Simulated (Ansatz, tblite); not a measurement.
Removing and adding an electron: TiO3H2 (the lowest singlet isomer of a short search). Charge 0, multiplicity 1. Geometry: PBE0-D4/def2-SVP. Ansatz, gas phase; energy differences of separate SCF runs; the oxidised species was run as a doublet alone; the reduced species was run as a doublet alone.

```tsv
atom	x (Å)	y (Å)	z (Å)
Ti1	0.3511	-0.1286	0.1310
O2	0.9418	0.8886	-1.1989
O3	0.7383	1.6015	0.0326
O4	-1.3161	-0.7242	0.2023
H5	-2.2115	-0.5035	-0.0685
H6	1.4963	-1.1338	0.9015
```

The xTB rows come from tblite. The structure holds one bond between oxygen atoms, so isomers without such links may lie far lower. HOMO above LUMO, or a gap near zero within one spin, warns that the state may not be the lowest or that an electron is smeared out. The structure comes from a short search, and lower isomers may exist.

Task: Estimate orbital energies and vertical ionisation energies and electron affinities at: GFN1-xTB; GFN2-xTB; PBE-D4/def2-TZVP; PBE-D4/def2-TZVPD; r2SCAN-D4/def2-TZVP; r2SCAN-D4/def2-TZVPD; PBE0-D4/def2-TZVP; PBE0-D4/def2-TZVPD.

Result: 
```json
{"level": "GFN1-xTB", "−HOMO (eV)": "12.47", "vertical IE (eV)": "16.65", "−LUMO (eV)": "10.33", "vertical EA (eV)": "6.65", "HOMO–LUMO gap (eV)": "2.14", "IE − EA (eV)": "10.00", "remarks": "–"}
{"level": "GFN2-xTB", "−HOMO (eV)": "11.22", "vertical IE (eV)": "15.16", "−LUMO (eV)": "9.04", "vertical EA (eV)": "5.35", "HOMO–LUMO gap (eV)": "2.18", "IE − EA (eV)": "9.81", "remarks": "–"}
{"level": "PBE-D4/def2-TZVP", "−HOMO (eV)": "6.40", "vertical IE (eV)": "9.97", "−LUMO (eV)": "3.70", "vertical EA (eV)": "–", "HOMO–LUMO gap (eV)": "2.70", "IE − EA (eV)": "–", "remarks": "gap within one spin near zero (+1 doublet)"}
{"level": "PBE-D4/def2-TZVPD", "−HOMO (eV)": "6.44", "vertical IE (eV)": "–", "−LUMO (eV)": "3.74", "vertical EA (eV)": "0.68", "HOMO–LUMO gap (eV)": "2.70", "IE − EA (eV)": "–", "remarks": "HOMO above zero (-1 doublet)"}
{"level": "r2SCAN-D4/def2-TZVP", "−HOMO (eV)": "6.67", "vertical IE (eV)": "10.07", "−LUMO (eV)": "3.54", "vertical EA (eV)": "–", "HOMO–LUMO gap (eV)": "3.13", "IE − EA (eV)": "–", "remarks": "gap within one spin near zero (+1 doublet)"}
{"level": "r2SCAN-D4/def2-TZVPD", "−HOMO (eV)": "6.69", "vertical IE (eV)": "–", "−LUMO (eV)": "3.55", "vertical EA (eV)": "0.71", "HOMO–LUMO gap (eV)": "3.13", "IE − EA (eV)": "–", "remarks": "HOMO above zero (-1 doublet)"}
{"level": "PBE0-D4/def2-TZVP", "−HOMO (eV)": "7.92", "vertical IE (eV)": "10.14", "−LUMO (eV)": "2.64", "vertical EA (eV)": "–", "HOMO–LUMO gap (eV)": "5.28", "IE − EA (eV)": "–", "remarks": "–"}
{"level": "PBE0-D4/def2-TZVPD", "−HOMO (eV)": "7.94", "vertical IE (eV)": "–", "−LUMO (eV)": "2.66", "vertical EA (eV)": "0.92", "HOMO–LUMO gap (eV)": "5.28", "IE − EA (eV)": "–", "remarks": "HOMO above zero (-1 doublet)"}
```

   A HOMO above zero means that the electron is unbound at that level or that self-interaction error raises the level; the energy of removing that electron tells which. Raw xTB energy differences between charge states are shifted by several eV; the methods need an empirical correction for them.
